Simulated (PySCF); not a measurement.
A structure optimised at B3LYP-D3(BJ)/def2-SVP, used in a PySCF frequency run:

```
Ga
Cl 1 2.1429
Cl 1 2.1429 2 117.86
I 1 2.4766 2 121.07 3 180.00
```

Q: Write its SMILES, formula and point group.

A: [Cl][Ga]([Cl])[I], Cl2GaI, C2v

Q: What are its rotational constants (standard atomic weights)?

A: 2.1158, 0.76910, 0.56406 GHz
